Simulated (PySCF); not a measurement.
**C₆ coefficients of unlike pairs at UHF**

Calculated with PySCF 2.14 from the dipole response of each species, C₆(A,B) = (3/π) ∫ α_A(iu) α_B(iu) du, in atomic units, from isotropic polarisabilities. For ions this is the dispersion term alone; charge-induced terms of lower order in 1/R come first.

```json
{"species": "N⁺", "configuration": "[He] 2s2 2p2 (3P)", "basis": "aug-cc-pVDZ-DK (4s3p2d)", "relativity": "spin-free X2C", "α (bohr³)": "3.940", "C₆ (like pair)": "8.372"}
{"species": "I⁺", "configuration": "[Kr] 4d10 5s2 5p4 (3P)", "basis": "aug-cc-pwCVTZ-DK3 with one added diffuse shell each of s, p, d, f type (11s10p8d5f1g)", "relativity": "spin-free X2C", "α (bohr³)": "20.10", "C₆ (like pair)": "174.9"}
{"species": "Cu⁺", "configuration": "[Ar] 3d10 (1S)", "basis": "aug-cc-pVTZ-PP with one added diffuse shell each of s, p, d, f, g type with ECP10MDF (7s7p6d4f3g)", "relativity": "core potential", "α (bohr³)": "5.307", "C₆ (like pair)": "16.90"}
{"species": "Hf²⁺", "configuration": "[Xe] 4f14 5d2 (3F)", "basis": "x2c-TZVPPall with one added diffuse shell each of s, p, d, f type (12s8p8d4f1g)", "relativity": "spin-free X2C", "α (bohr³)": "14.64", "C₆ (like pair)": "76.19"}
```

**Question.** Estimate C₆ for I⁺ with N⁺.

**Answer.** The integral gives 37.98. The combination rule 2 C_A C_B / (C_A α_B/α_A + C_B α_A/α_B) gives 38.04 and the geometric mean 38.27.

No spin-orbit coupling is included.

The other pairs:

```
     pair     C₆
 Hf²⁺, I⁺  114.9
  Cu⁺, N⁺  11.76
  Cu⁺, I⁺  52.97
Hf²⁺, Cu⁺  35.23
 Hf²⁺, N⁺  25.06
```
